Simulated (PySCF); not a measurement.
# Fe(2+): excitation energy

Fe(2+) [Ar] 3d6 (5D) → Fe(2+) [Ar] 3d5 4s1 (7S), as a difference of total energies. Computed with PySCF 2.14 in aug-cc-pVDZ, with no relativity, point nucleus. Correlated levels: valence: [Ar] frozen. The calculations carry no spin-orbit coupling.

```csv
method,excitation energy (eV)
UHF,2.852
LDA,4.364
PBE,4.422
PBE0,4.288
r2SCAN,4.021
B97-3,4.638
M06-2X,4.482
M06-L,4.476
TPSSh,4.619
MP2 (valence),3.847
SCS-MP2 (valence),4.146
```

Problem. How much does correlation contribute at MP2 (valence)?

Solution. 3.847 − (2.852) = 0.995 eV, measured against UHF.

A first-order spin-orbit estimate (lowest level to lowest level, LS coupling) adds 0.055 eV.
